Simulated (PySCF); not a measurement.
# Dipole response of Te²⁺ (tellurium, charge +2)

[Kr] 4d10 5s2 5p2, high-spin 3P determinant. Computed with PySCF 2.14 in aug-cc-pwCVTZ-DK3 (10s9p7d4f1g, 109 functions), with the spin-free X2C one-electron Hamiltonian (Gaussian nucleus). Coupled (time-dependent) response in atomic units; α is the mean over directions.

| method | mean α (bohr³) | α xx, yy, zz | C₆ (like pair) | S(−4) |
| --- | --- | --- | --- | --- |
| UHF | 15.51 | 15.56, 15.49, 15.49 | 105.5 | 58.44 |
| PBE | 14.92 | 14.62, 15.07, 15.07 | 100.5 | 52.58 |
| PBE0 | 14.96 | 14.79, 15.05, 15.05 | 100.9 | 52.71 |

S(−4) is the Cauchy moment in α(ω) = α(0) + S(−4) ω² + …

Spin-orbit coupling is absent.

α(iu) at PBE:

```
u (hartree)  α(iu) (bohr³)
          0          14.92
     0.0500          14.79
      0.100          14.41
      0.200          13.11
      0.300          11.44
      0.500          8.317
      0.750          5.697
       1.00          4.159
       1.50          2.599
       2.00          1.847
       3.00          1.116
       5.00         0.5478
```

For an ion, C₆ is the dispersion term alone; charge-induced terms of lower order in 1/R come first.

The components differ because the open shell of this determinant is not spherical; for a pure term their mean is the scalar polarisability.
